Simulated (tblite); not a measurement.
Species: C₃H₁₂GeSi.
SMILES with atom numbers: `[CH3:1][GeH2:2][CH2:3][CH2:4][SiH3:5]` (hydrogens: H6, H7, H8 on C1; H9, H10 on Ge2; H11, H12 on C3; H13, H14 on C4; H15, H16, H17 on Si5)

Computed with GFN2-xTB (tblite), gas phase: L-BFGS steps from a force-field or distance-geometry start until the largest atomic force falls under 0.01 eV/Å.

Step 6: E = -440.0651 eV
```
atom  x, y, z in Å  |  force x, y, z in eV/Å
C1     -2.5316   -0.1390    0.8722   -0.169   0.126   0.183
Ge2    -1.4839   -0.9661   -0.5551    0.020  -0.087  -0.011
C3      0.4316   -0.7488   -0.1640    0.139  -0.053   0.014
C4      0.8363    0.7201   -0.1325   -0.082   0.009   0.015
Si5     2.6829    0.9334    0.2233    0.053   0.062  -0.002
H6     -2.2694   -0.5744    1.8349   -0.030  -0.011  -0.025
H7     -2.3350    0.9304    0.9312   -0.027  -0.040  -0.029
H8     -3.5994   -0.2753    0.7187    0.020   0.016   0.024
H9     -1.8016   -0.3055   -1.8662   -0.060  -0.044  -0.077
H10    -1.8369   -2.4275   -0.6605   -0.052   0.004  -0.079
H11     0.6515   -1.2126    0.7980    0.009  -0.024   0.059
H12     1.0288   -1.2840   -0.9019    0.035   0.001  -0.050
H13     0.5735    1.1798   -1.0854    0.024   0.043  -0.098
H14     0.2444    1.2423    0.6218    0.007  -0.002   0.050
H15     2.9990    2.3646    0.2314    0.037  -0.040   0.012
H16     2.9685    0.3344    1.5304    0.041   0.019  -0.018
H17     3.4344    0.2403   -0.8264    0.034   0.021   0.032
```

Step 7: E = -440.0691 eV
```
atom  x, y, z in Å  |  force x, y, z in eV/Å
C1     -2.5383   -0.1379    0.8743   -0.120   0.106   0.165
Ge2    -1.4822   -0.9655   -0.5522   -0.033  -0.140  -0.025
C3      0.4372   -0.7499   -0.1652    0.093  -0.045   0.019
C4      0.8363    0.7208   -0.1329   -0.045   0.001   0.013
Si5     2.6844    0.9355    0.2227    0.082   0.070   0.008
H6     -2.2722   -0.5732    1.8362   -0.042  -0.009  -0.026
H7     -2.3383    0.9309    0.9326   -0.030  -0.034  -0.030
H8     -3.6076   -0.2712    0.7247    0.058   0.002   0.007
H9     -1.8065   -0.3161   -1.8673   -0.047  -0.011  -0.076
H10    -1.8438   -2.4276   -0.6715   -0.026   0.039  -0.043
H11     0.6542   -1.2142    0.7974    0.019  -0.014   0.055
H12     1.0377   -1.2839   -0.9019    0.002   0.008  -0.045
H13     0.5729    1.1805   -1.0860    0.027   0.034  -0.088
H14     0.2419    1.2406    0.6212    0.017  -0.002   0.051
H15     3.0045    2.3688    0.2329    0.019  -0.093   0.007
H16     2.9729    0.3347    1.5313    0.026   0.038  -0.057
H17     3.4400    0.2396   -0.8264    0.000   0.049   0.064
```

Step 8: E = -440.0720 eV
```
atom  x, y, z in Å  |  force x, y, z in eV/Å
C1     -2.5452   -0.1356    0.8782   -0.026   0.039   0.074
Ge2    -1.4816   -0.9669   -0.5499   -0.066  -0.112  -0.021
C3      0.4432   -0.7516   -0.1656    0.017  -0.022   0.018
C4      0.8359    0.7216   -0.1333    0.010  -0.002   0.001
Si5     2.6866    0.9381    0.2223    0.057   0.046   0.011
H6     -2.2752   -0.5726    1.8373   -0.047  -0.008   0.005
H7     -2.3415    0.9313    0.9331   -0.028   0.001  -0.019
H8     -3.6139   -0.2679    0.7296    0.046  -0.008  -0.005
H9     -1.8114   -0.3248   -1.8697   -0.030   0.003  -0.051
H10    -1.8499   -2.4274   -0.6811   -0.014   0.038  -0.015
H11     0.6568   -1.2158    0.7982    0.032  -0.002   0.037
H12     1.0450   -1.2838   -0.9030   -0.019   0.012  -0.030
H13     0.5730    1.1816   -1.0880    0.029   0.010  -0.043
H14     0.2402    1.2393    0.6218    0.027  -0.008   0.034
H15     3.0094    2.3707    0.2343    0.013  -0.094   0.003
H16     2.9770    0.3358    1.5310    0.017   0.047  -0.072
H17     3.4446    0.2400   -0.8252   -0.017   0.062   0.074
```

Step 9: E = -440.0734 eV
```
atom  x, y, z in Å  |  force x, y, z in eV/Å
C1     -2.5485   -0.1340    0.8811    0.031  -0.012  -0.001
Ge2    -1.4825   -0.9692   -0.5491   -0.058  -0.045  -0.010
C3      0.4461   -0.7528   -0.1654   -0.030  -0.003   0.012
C4      0.8358    0.7220   -0.1336    0.034  -0.006  -0.006
Si5     2.6882    0.9399    0.2222    0.010   0.014   0.006
H6     -2.2773   -0.5726    1.8381   -0.044  -0.007   0.031
H7     -2.3433    0.9318    0.9330   -0.023   0.023  -0.009
H8     -3.6160   -0.2667    0.7315    0.018  -0.012  -0.008
H9     -1.8141   -0.3285   -1.8717   -0.020  -0.001  -0.023
H10    -1.8529   -2.4270   -0.6855   -0.017   0.010  -0.005
H11     0.6585   -1.2166    0.7994    0.037   0.006   0.015
H12     1.0478   -1.2836   -0.9042   -0.028   0.012  -0.015
H13     0.5737    1.1823   -1.0898    0.030  -0.008  -0.004
H14     0.2401    1.2386    0.6229    0.033  -0.013   0.014
H15     3.0118    2.3700    0.2350    0.019  -0.054   0.002
H16     2.9792    0.3370    1.5296    0.018   0.041  -0.056
H17     3.4463    0.2413   -0.8234   -0.009   0.055   0.058
```

Question: Estimate the geometry and energy of step 10. (The exact step hangs on the optimiser's Hessian estimate; all steps are aligned on step 9, rigid shifts and turns removed.)

Answer: E = -440.0742 eV, largest force 0.066 eV/Å
```
atom  x, y, z in Å  |  force x, y, z in eV/Å
C1     -2.5495   -0.1334    0.8826    0.046  -0.032  -0.035
Ge2    -1.4840   -0.9712   -0.5491   -0.031   0.013  -0.002
C3      0.4469   -0.7534   -0.1650   -0.046   0.006   0.005
C4      0.8363    0.7221   -0.1338    0.030  -0.012  -0.008
Si5     2.6891    0.9411    0.2223   -0.027  -0.007   0.000
H6     -2.2792   -0.5729    1.8391   -0.038  -0.002   0.038
H7     -2.3445    0.9324    0.9326   -0.017   0.023  -0.003
H8     -3.6163   -0.2665    0.7321    0.002  -0.012  -0.009
H9     -1.8157   -0.3300   -1.8733   -0.014  -0.007  -0.003
H10    -1.8545   -2.4267   -0.6875   -0.023  -0.018  -0.002
H11     0.6599   -1.2168    0.8004    0.033   0.011  -0.004
H12     1.0483   -1.2833   -0.9052   -0.033   0.011  -0.003
H13     0.5748    1.1825   -1.0908    0.028  -0.017   0.019
H14     0.2408    1.2381    0.6237    0.036  -0.014   0.000
H15     3.0132    2.3684    0.2353    0.026  -0.009   0.002
H16     2.9805    0.3385    1.5278    0.022   0.028  -0.026
H17     3.4469    0.2430   -0.8213    0.007   0.038   0.032
```

The energy changes by -0.0008 eV. The first-order estimate −F·Δx gives -0.0011 eV and the mean of the old and new forces, exact on a quadratic surface, -0.0008 eV. The step makes an angle of 43° with the force vector and moves no atom by more than 0.003 Å.

What follows is the cost of the whole relaxation. On an Arm Neoverse N1 with one thread (shared host), this took 0.39 s.
